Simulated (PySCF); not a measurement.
Species: C6H11Si (doublet state).
Z-matrix (Å and degrees, GFN2-xTB geometry), rows numbered from 1:
```
C 
C   1  1.2952
C   2  1.4425  1  141.19
Si  3  1.9269  2  113.16  1     1.48
C   4  1.8821  3  119.22  2   -85.40
C   5  1.5423  4   66.21  3  -104.63
C   6  1.5075  4  121.80  5   107.53
H   1  1.0945  2  123.36  3    -0.41
H   1  1.0795  2  122.22  3   179.29
H   3  1.0923  2  109.53  1   123.04
H   3  1.0924  2  109.59  1  -119.62
H   4  1.4560  3  115.37  2    65.48
H   5  1.0818  4  121.23  6   107.16
H   5  1.0811  4  119.92  6  -106.10
H   6  1.0857  4  118.92  5  -105.09
H   7  1.0908  6  110.56  4  -149.99
H   7  1.0874  6  110.56  4   -30.17
H   7  1.0886  6  110.98  4    90.05
```

The hyperfine couplings belong to this conformer and change with its torsions.

The species is `C=[C]C[Si@@H]1C[C@H]1C` [radical].

Method: UKS B3LYP, pcH-1 on C H Si, non-relativistic, mean-field spin-orbit, GIAO in PySCF 2.14.0. Isolated species at its GFN2-xTB geometry (one conformer only). The geometry wasn't refined by DFT: couplings that depend on bond lengths, twists or pyramidal angles can differ widely from those at the functional's own minimum. No stability test was run, so a lower SCF solution isn't excluded.

Where do the isotropic ENDOR lines of H8, H9, H10, H11, H12, H13, H16/H17/H18 and H15 fall at 3341.1 mT, to first order?

For S = 1/2 in fast tumbling each set of equivalent nuclei gives two lines, ν± = |νn ± a/2| to first order, with νn = g_N μN B/h and μN/h = 7.62259 MHz/T.

```json
{"nuclei": "H8", "isotope": "1H", "g_N": "5.5857", "νn (MHz)": "142.26", "a_iso (MHz)": "166.37", "lower line (MHz)": "59.07", "upper line (MHz)": "225.44"}
{"nuclei": "H9", "isotope": "1H", "g_N": "5.5857", "νn (MHz)": "142.26", "a_iso (MHz)": "101.34", "lower line (MHz)": "91.59", "upper line (MHz)": "192.92"}
{"nuclei": "H10", "isotope": "1H", "g_N": "5.5857", "νn (MHz)": "142.26", "a_iso (MHz)": "33.81", "lower line (MHz)": "125.35", "upper line (MHz)": "159.16"}
{"nuclei": "H11", "isotope": "1H", "g_N": "5.5857", "νn (MHz)": "142.26", "a_iso (MHz)": "29.85", "lower line (MHz)": "127.33", "upper line (MHz)": "157.18"}
{"nuclei": "H12", "isotope": "1H", "g_N": "5.5857", "νn (MHz)": "142.26", "a_iso (MHz)": "10.79", "lower line (MHz)": "136.86", "upper line (MHz)": "147.65"}
{"nuclei": "H13", "isotope": "1H", "g_N": "5.5857", "νn (MHz)": "142.26", "a_iso (MHz)": "3.58", "lower line (MHz)": "140.47", "upper line (MHz)": "144.05"}
{"nuclei": "H16/H17/H18", "isotope": "1H", "g_N": "5.5857", "νn (MHz)": "142.26", "a_iso (MHz)": "2.24", "lower line (MHz)": "141.14", "upper line (MHz)": "143.37"}
{"nuclei": "H15", "isotope": "1H", "g_N": "5.5857", "νn (MHz)": "142.26", "a_iso (MHz)": "-1.11", "lower line (MHz)": "141.70", "upper line (MHz)": "142.81"}
```

Which pairs are centred on the nuclear Larmor frequency, and which on half the coupling?

Centred on νn, since |a| < 2νn: H8, H9, H10, H11, H12, H13, H16/H17/H18 and H15. No pair has |a| > 2νn.

Means are taken over nuclei equivalent by connectivity, which assumes that they swap fast. The three 1H nuclei of mean +2.2 MHz run from 0.4 to 5.5 MHz in the frozen geometry.

The largest Mulliken spin populations are on C2 (+0.94), C1 (-0.15), H8 (+0.09) and Si4 (+0.08). No atom but C2 exceeds +0.15.

On one thread of an Intel Xeon at 2.50 GHz, on a shared host, this took 3.5 min (grids of density and orbitals included) and 0.97 GiB of memory at its peak.
